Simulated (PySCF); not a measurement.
# Correlation energy of Zn (zinc, neutral)

[Ar] 3d10 4s2, closed-shell 1S. All numbers are calculated (PySCF 2.14, the spin-free X2C one-electron Hamiltonian (Gaussian nucleus), in ANO-RCC-VTZP). Frozen: [Ne]; 20 electrons correlated.

| level | correlation energy (mhartree) |
| --- | --- |
| CCSD | -756.22 |
| (T) | -20.18 |
| CCSD(T) | -776.40 |

Diagnostics: T1 = 0.017, D1 = 0.0539, largest double amplitude 0.083.

Cost of the coupled-cluster step: roughly 4 core-seconds, for 20 correlated electrons.
